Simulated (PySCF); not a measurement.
System: fluoro(trimethyl)silane, C$_{3}$H$_{9}$FSi, net charge 0, singlet state. SMILES: C[Si](C)(C)F
Structure (B3LYP-D3(BJ)/def2-TZVP (Ansatz) minimum search):
```xyz
14

C     -0.9203     1.3841    -0.8266
Si     0.0050     0.0086     0.0273
C      1.6628    -0.2998    -0.7689
C     -1.0136    -1.5509     0.1162
F      0.2838     0.4885     1.5487
H     -1.1390     1.1182    -1.8639
H     -1.8692     1.5902    -0.3271
H     -0.3362     2.3067    -0.8340
H      2.2181    -1.0743    -0.2357
H      1.5403    -0.6284    -1.8040
H      2.2715     0.6068    -0.7757
H     -1.2358    -1.9261    -0.8860
H     -1.9634    -1.3728     0.6247
H     -0.4838    -2.3373     0.6578
```

Dispersion corrections to the total energy (kcal/mol) from the dftd3 and dftd4 libraries through PySCF: D3(BJ) without and D4 with the three-body term, each with the damping fitted for the functional named.

```csv
functional,D3(BJ),D4
CAM-B3LYP,-5.21,-5.41
revPBE,?,-19.41
PBE0,-5.72,?
HF,-49.38,-22.00
PBE,-6.55,-6.33
B2PLYP,-5.33,-4.43
HSE06,-4.39,?
```

Question: Fill in the missing entries.

Answer: 
- revPBE, D3(BJ): -16.16
- PBE0, D4: -5.36
- HSE06, D4: -4.98
